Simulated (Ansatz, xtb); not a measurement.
**C5H8FNO: 3 structures ranked**

3 gas-phase structures of C5H8FNO, from a drawn sample of its isomers (lower ones may exist). Each was relaxed with GFN2-xTB; where two conformers were screened, the lower at r2SCAN-D4/def2-SVP is listed:

A. `O=C1NCCC[C@@H]1F`, a singlet
B. `OC1=C(F)CCCN1`, a singlet
C. `OC1=NCCC[C@@H]1F`, a singlet

Task: Make a reasoned guess at their ranking by r2SCAN-D4/def2-SVP single-point energy.

Result: Calculated order at r2SCAN-D4/def2-SVP: A (0.0), C (52.0), B (99.0) kJ/mol.

Energies above the lowest of each column, in kJ/mol; the last columns are at PBE0-D3(BJ)/def2-SVP geometries:

```csv
structure,GFN2-xTB,HF/STO-3G,r2SCAN-D4/def2-SVP,PBE0-D3(BJ)/def2-SVP,CCSD(T)/def2-SVP + ΔMP2/def2-TZVPP
A,0.0,0.0,0.0,0.0,0.0
C,23.9,16.5,52.0,51.8,35.4
B,58.8,62.1,99.0,94.8,92.0
```

Every level run on A puts it lowest or level with the lowest. Flexible structures stand in one conformer each, not always the lowest. ΔMP2 is the change of the MP2 energy from the smaller to the larger basis.

Programs: Ansatz 0.2.0, xtb 6.7.1.
